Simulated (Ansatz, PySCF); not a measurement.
The PySCF input:
```python
from pyscf import gto, scf, dft

mol = gto.Mole()
mol.atom = '''
    F     0.00000000    0.00000000    0.00000000
'''
mol.basis = 'def2-svp'
mol.charge = -1
mol.verbose = 4
mol.build()

mf = dft.RKS(mol)
mf.xc = 'b3lyp5'
mf.grids.atom_grid = (99, 590)
mf.grids.prune = None
mf.kernel()
```

Give the equivalent Ansatz (a quantum-chemistry and plane-wave program) input.

This is not unique; one that fits is 
Ansatz 0.2 input:
```yaml
crystal:
  periodic: [false, false, false]
  atoms:
    - {symbol: F, position_ang: [0.00000000, 0.00000000, 0.00000000]}
basis:
  gaussian:
    orbitals: def2-SVP
hamiltonian:
  xc: b3lyp5
total_charge: -1
accuracy: high
```

Both were run: PySCF gave -99.651082 Eh and Ansatz -99.651082 Eh, 0.000 mEh apart.
